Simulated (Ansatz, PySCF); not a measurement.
This Ansatz (a first-principles code) input computes a CAM-B3LYP/def2-TZVPD energy:

Ansatz 0.2 input:
```yaml
crystal:
  periodic: [false, false, false]
  atoms:
    - {symbol: Si, position_ang: [-0.01221214, 0.16413054, 0.10807919]}
    - {symbol: C, position_ang: [-1.81395761, 0.46224220, 0.16841208]}
    - {symbol: O, position_ang: [0.28904097, -1.34986257, -0.87544436]}
    - {symbol: O, position_ang: [0.88013089, 1.10961496, -0.83785997]}
    - {symbol: O, position_ang: [0.70571339, -0.40979320, 1.42712305]}
    - {symbol: H, position_ang: [-2.33473218, -0.37264987, 0.64004459]}
    - {symbol: H, position_ang: [-2.22231373, 0.61162051, -0.83240560]}
    - {symbol: H, position_ang: [-2.02684818, 1.36105086, 0.75319029]}
    - {symbol: H, position_ang: [0.74102939, -1.24005866, -1.73050326]}
    - {symbol: H, position_ang: [0.73982066, 2.04674066, -1.00043829]}
    - {symbol: H, position_ang: [0.52212092, -0.15313890, 2.33521873]}
    - {symbol: H, position_ang: [0.63655658, -2.12451906, -0.39923718]}
basis:
  gaussian:
    orbitals: def2-TZVPD
hamiltonian:
  xc: {name: CAM-B3LYP}
total_charge: 1
output: {forces: true}
```

Q: Write an input for the same energy in PySCF and say what it gives.

A: 
```python
from pyscf import gto, scf, dft

mol = gto.M(
    atom='''
    Si   -0.01221214    0.16413054    0.10807919
    C    -1.81395761    0.46224220    0.16841208
    O     0.28904097   -1.34986257   -0.87544436
    O     0.88013089    1.10961496   -0.83785997
    O     0.70571339   -0.40979320    1.42712305
    H    -2.33473218   -0.37264987    0.64004459
    H    -2.22231373    0.61162051   -0.83240560
    H    -2.02684818    1.36105086    0.75319029
    H     0.74102939   -1.24005866   -1.73050326
    H     0.73982066    2.04674066   -1.00043829
    H     0.52212092   -0.15313890    2.33521873
    H     0.63655658   -2.12451906   -0.39923718
    ''',
    basis='def2-tzvpd',
    charge=1,
    spin=0,
    verbose=4,
)

mf = dft.RKS(mol, xc='camb3lyp').density_fit(auxbasis='def2-universal-jkfit')
mf.grids.level = 3
mf.conv_tol = 1e-9
mf.max_cycle = 100
mf.max_memory = 1500
mf.kernel()
if not mf.converged:
    mf = mf.newton()
    mf.kernel(mf.make_rdm1())
mf.analyze()
```
It gives -557.41902 Eh, and Ansatz -557.41891 Eh, a difference of 0.11 mEh, from the treatment of integrals and grids.

It need not be the lowest isomer of its formula.
